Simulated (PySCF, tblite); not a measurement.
Isomers of C6H12FOP. Calculated harmonic vibrations of the isolated species, GFN2-xTB (tblite), most abundant isotopes, no scaling. The method is semi-empirical: single wavenumbers can be off by several per cent or more. Modes of hydrogen on phosphorus can be 10 to 20 % off. One conformer each.

Electronic energies: PBE0/pcSseg-1 single points on the GFN2-xTB geometries (PySCF, gas phase).

| SMILES | electronic energy, lowest = 0 (kcal/mol) |
| --- | --- |
| COCCP1CC(F)C1 | 41.6 |
| COC/P=C(\F)C(C)C | 48.5 |
| C[C@@H]1C[C@H](F)[C@H](C)[P@H]1=O | 0.0 |

**Question.** How do GFN2-xTB zero-point energies change the relative energies?

**Answer.** 
| SMILES | ZPE (kcal/mol) | of it from modes above 1550 cm⁻¹ | electronic (kcal/mol) | with ZPE, lowest = 0 (kcal/mol) | lowest mode (cm⁻¹) | rings |
| --- | --- | --- | --- | --- | --- | --- |
| C[C@@H]1C[C@H](F)[C@H](C)[P@H]1=O | 107.6 | 50.3 | 0.0 | 0.0 | 45 | 1 |
| COCCP1CC(F)C1 | 107.0 | 50.7 | 41.6 | 41.0 | 62 | 1 |
| COC/P=C(\F)C(C)C | 106.6 | 51.1 | 48.5 | 47.6 | 30 | 0 |

The zero-point energies span 1.0 kcal/mol, from `COC/P=C(\F)C(C)C` to `C[C@@H]1C[C@H](F)[C@H](C)[P@H]1=O`. The order is unchanged.

**Question.** And how do the electronic energies of GFN2-xTB itself compare?

**Answer.** `C[C@@H]1C[C@H](F)[C@H](C)[P@H]1=O` 0.0; `COCCP1CC(F)C1` 56.8; `COC/P=C(\F)C(C)C` 69.6 kcal/mol, lowest = 0. Against the energies above, taken from the same isomer `C[C@@H]1C[C@H](F)[C@H](C)[P@H]1=O`, the largest difference is 21.1 kcal/mol.

**Question.** What do entropy and thermal enthalpy add at 298.15 K and 1 bar (rigid rotor, harmonic oscillator, one conformer each)?

**Answer.** 
```csv
SMILES,point group,symmetry number,S (cal/(mol K)),H − H(0) (kcal/mol),ZPE + H − H(0) − TS (kcal/mol)
C[C@@H]1C[C@H](F)[C@H](C)[P@H]1=O,C1,1,98.0,6.97,85.3
COCCP1CC(F)C1,C1,1,101.9,7.28,83.9
COC/P=C(\F)C(C)C,C1,1,109.5,8.13,82.1
```
